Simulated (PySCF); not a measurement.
**Polarisability and C₆ of As⁺ (arsenic, charge +1)**

[Ar] 3d10 4s1 4p3, high-spin 5S determinant (an excited configuration). All numbers are calculated (PySCF 2.14, the spin-free X2C one-electron Hamiltonian (Gaussian nucleus), in dyall-av3z (24s17p11d2f, 144 functions)). Coupled (time-dependent) response in atomic units; α is the mean over directions.

| method | mean α (bohr³) | C₆ (like pair) | S(−4) |
| --- | --- | --- | --- |
| UHF | 15.22 | 88.21 | 64.86 |
| PBE | 16.05 | 94.24 | 76.35 |

S(−4) is the Cauchy moment in α(ω) = α(0) + S(−4) ω² + …

α(iu) at PBE:

```
u (hartree)  α(iu) (bohr³)
          0          16.05
     0.0500          15.86
      0.100          15.33
      0.200          13.54
      0.300          11.40
      0.500          7.723
      0.750          4.881
       1.00          3.301
       1.50          1.795
       2.00          1.139
       3.00         0.5899
       5.00         0.2518
```

For an ion, C₆ is the dispersion term alone; charge-induced terms of lower order in 1/R come first.
